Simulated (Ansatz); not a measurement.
```yaml
crystal:
  periodic: [true, true, true]
  atoms:
    - {symbol: C, position_ang: [-1.688806, 0.237581, 1.616237]}
    - {symbol: Al, position_ang: [-0.533473, -0.280907, 0.153704]}
    - {symbol: O, position_ang: [0.949078, 0.614978, -0.165362]}
    - {symbol: Se, position_ang: [-0.417045, -1.827365, -1.480920]}
    - {symbol: Ga, position_ang: [1.619010, -0.498806, -1.819235]}
    - {symbol: H, position_ang: [-2.020638, 1.274462, 1.508899]}
    - {symbol: H, position_ang: [-1.168482, 0.158391, 2.575355]}
    - {symbol: H, position_ang: [-2.576684, -0.396581, 1.663068]}
    - {symbol: H, position_ang: [1.364717, 1.370486, 0.249384]}
    - {symbol: H, position_ang: [1.539978, 0.522930, -3.004751]}
    - {symbol: H, position_ang: [2.932345, -1.175179, -1.296379]}
basis:
  gaussian: {orbitals: def2-mTZVPP}
hamiltonian: {xc: {name: wB97}}
output: {forces: true}
```

```sh
$ ansatz run in.yaml --threads 2 --pin off --events-out ev --progress --plain --max-ram 32768MiB --backend cpu
```

Shortened log:

```
Error: YAML parse error: error: line 2 column 3: crystal: missing field `lattice` (a structure is typed as `lattice` and `atoms`, a molecule's as `atoms` in Å alone, or read from a run's directory, `checkpoint`)
 --> <input>:2:3
1 | crystal:
2 |   periodic: [true, true, true]
3 |   atoms:
4 |     - {symbol: C, position_ang: [-1.688806, 0.237581, 1.616237]}
```

(1) Something in this input is off. What?

Results:

(1) The molecule is marked periodic without a cell. The program refused the input.
